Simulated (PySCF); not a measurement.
## Assigning NMR signals

Mapped SMILES: `[CH3:1][c:2]1[cH:3][c:4]([SiH3:5])[n:6][n:7][n:8]1`. Each H is labelled by its parent atom.

Calculated, not measured (PySCF 2.14): GIAO PBE0/pcSseg-1 shieldings, geometry: GFN2-xTB. Equivalent nuclei averaged, in vacuum, non-relativistic, single conformer.

δ = σ(ref) − σ, references computed at the same level: TMS for $^{13}$C (σref 186.93), $^{1}$H (σref 31.72).

Question: Assign these signals to the numbered atoms. $^{13}$C{$^{1}$H} NMR (computed): δ 164.8 (C), 160.9 (C), 130.4 (CH), 24.6 (CH3).

Answer: 
164.8 → C4, substituted aromatic carbon next to a ring nitrogen
160.9 → C2, substituted aromatic carbon next to a ring nitrogen
130.4 → C3, aromatic CH: the aromatic region
24.6 → C1, methyl carbon on an aromatic ring: saturated and bonded to C and H only

Question: Assign these signals to the numbered atoms. $^{1}$H NMR (300 MHz, computed): δ 7.56 (s, 1H), 4.62 (s, 3H), 2.87 (s, 3H).

Answer: 
| δ (ppm) | atoms | environment | reason |
| --- | --- | --- | --- |
| 7.56 | H(C3) | hydrogen on an aromatic CH | aromatic region |
| 4.62 | H(Si5) | hydrogen on a silicon bonded to C | – |
| 2.87 | H(C1) | hydrogen on a methyl carbon on an aromatic ring | benzylic-type position, deshielded by the ring |

Shifts are as computed. Against solution values, carbons near 30 ppm lie about +3 ppm off and those near 130 ppm about +5 ppm. Of 1211 compounds with measured shifts, 218 miss one by over three times the rms of a fit or turn the order of signals round; such compounds aren't used in these exercises. Multiplicities follow the n + 1 count of equivalent neighbours, as no J values were calculated; m marks all less simple cases, F and P coupling included.
